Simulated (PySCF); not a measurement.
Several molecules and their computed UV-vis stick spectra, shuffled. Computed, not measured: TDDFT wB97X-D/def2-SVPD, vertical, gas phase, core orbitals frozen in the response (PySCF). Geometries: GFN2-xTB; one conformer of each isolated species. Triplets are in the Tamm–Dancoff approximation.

A. `O=S1(=O)CC=CC1`
B. `C#CC1=CC=CCC1`
C. `C[C@H](F)OCCC#N`
D. `C(=C)c1ccccc1`
E. `Cn1cpc([SiH3])n1`

Lowest singlet levels (six at most, fewer where fewer were computed) with oscillator strengths:

1. 223 nm (f 0.008); 222 nm (f 0.107); 212 nm (f 0.001); 211 nm (f 0.038); 194 nm (f 0.003); 191 nm (f 0.138); T1 3.87 eV
2. 244 nm (f 0.164); 236 nm (f 0.222); 194 nm (f 0.287); 185 nm (f 0.469); 178 nm (f 0.014); 171 nm (f 0.000); T1 3.36 eV
3. 182 nm (f 0.032); 176 nm (f 0.134); 162 nm (f 0.000); 161 nm (f 0.014); 155 nm (f 0.000); 151 nm (f 0.002); T1 4.45 eV
4. 289 nm (f 0.308); 233 nm (f 0.001); 203 nm (f 0.000); 200 nm (f 0.008); 197 nm (f 0.033); 185 nm (f 0.012); T1 2.52 eV
5. 157 nm (f 0.000); 150 nm (f 0.006); 149 nm (f 0.001); 145 nm (f 0.019); 137 nm (f 0.021); 133 nm (f 0.014); T1 6.63 eV

Question: Match each spectrum to its molecule.

Answer: 1 = E, 2 = D, 3 = A, 4 = B, 5 = C.
- A: S1 at 6.82 eV, HOMO-1→LUMO (97%); Löwdin shares by element: HOMO carbon 83% (atoms not listed hold the other 17%); LUMO carbon 76% (atoms not listed hold the other 24%); HOMO -10.08 and LUMO 1.14 eV; point group Cs, 2 of its 6 listed states under f = 0.0005.
- B: S1 at 4.29 eV, HOMO→LUMO (97%); Löwdin shares by element: HOMO carbon 63% or more (atoms not listed hold the other 37%); LUMO carbon 64% or more (atoms not listed hold the other 36%); HOMO -7.83 and LUMO 0.28 eV.
- C: S1 at 7.91 eV, HOMO-1→LUMO+3 (29%), HOMO-2→LUMO+2 (20%), HOMO-1→LUMO (11%); Löwdin shares by element: HOMO oxygen 56%, carbon 19% or more, fluorine 6% (atoms not listed hold the other 19%); LUMO carbon 45% or more, hydrogen 8% or more (atoms not listed hold the other 47%); HOMO -10.85 and LUMO 2.02 eV.
- D: S1 at 5.08 eV, HOMO→LUMO (46%), HOMO→LUMO+1 (28%), HOMO-1→LUMO (20%); Löwdin shares by element: HOMO carbon 65% or more (atoms not listed hold the other 35%); LUMO carbon 59% or more (atoms not listed hold the other 41%); HOMO -8.32 and LUMO 0.59 eV; point group Cs, 1 of its 6 listed states under f = 0.0005.
- E: S1 at 5.55 eV, HOMO-1→LUMO (96%); Löwdin shares by element: HOMO phosphorus 38%, carbon 32% or more, nitrogen 14% or more (atoms not listed hold the other 16%); LUMO carbon 36% or more, phosphorus 35%, nitrogen 13% or more (atoms not listed hold the other 15%); HOMO -8.69 and LUMO 1.00 eV.
